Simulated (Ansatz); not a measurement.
The cluster Mo3N3, relaxed as a doublet with UKS PBE0-D4/def2-SVP in Ansatz, starting from the GFN2-xTB geometry. Force threshold 0.02 eV/Å.

In the def2 sets Mo takes a core potential; there is no spin–orbit coupling. The charge 0 doublet is spin-contaminated (final ⟨S²⟩ up to 1.86, 0.75 for a pure state). The relaxation made no stability test and no search for a lower SCF solution. No other spin state of charge 0 was run. Another isomer (doublet) lies 1.43 eV lower at PBE0-D4/def2-TZVP; other spin states weren't run for this one.

Start:

```csv
atom,x (Å),y (Å),z (Å)
Mo1,-0.1527,1.7918,0.3226
Mo2,0.0357,-0.5885,-1.5646
Mo3,0.7461,-0.3241,1.0286
N4,-1.1554,-0.0105,1.0834
N5,-1.2693,-0.3771,-0.0803
N6,1.7956,-0.4916,-0.7897
```

```
         step  energy (eV)  largest force component (eV/Å)  SCF passes
            1  -10022.7938                           4.041         114
            2  -10024.1055                           1.882          73
            3  -10024.3102                           0.986          52
            4  -10024.3727                           0.434          51
            5  -10024.4065                           0.314          56
            6  -10024.4084                           0.225          51
            7  -10024.4163                           0.163          54
            8  -10024.4175                           0.159          53
            9  -10024.4187                           0.036          53
10 (rejected)  -10024.4172                           0.123          52
           11  -10024.4189                           0.011          56
```

Force components are those of the run's own axes.

End:

```xyz
6

Mo   -0.155    1.645    0.352
Mo    0.069   -0.404   -1.465
Mo    0.914   -0.093    1.011
N    -1.168   -0.025    1.034
N    -1.302   -0.452   -0.178
N     1.642   -0.671   -0.753
```

By distances, no bond broke or formed. The bond that changes most is Mo3–N5, from 2.30 to 2.54 Å (atoms count from 1).

No frequencies were taken in this run, so the end may be a saddle point.

Hardware: 4 threads of Arm Neoverse V1 on a shared host. Wall time 74 s.
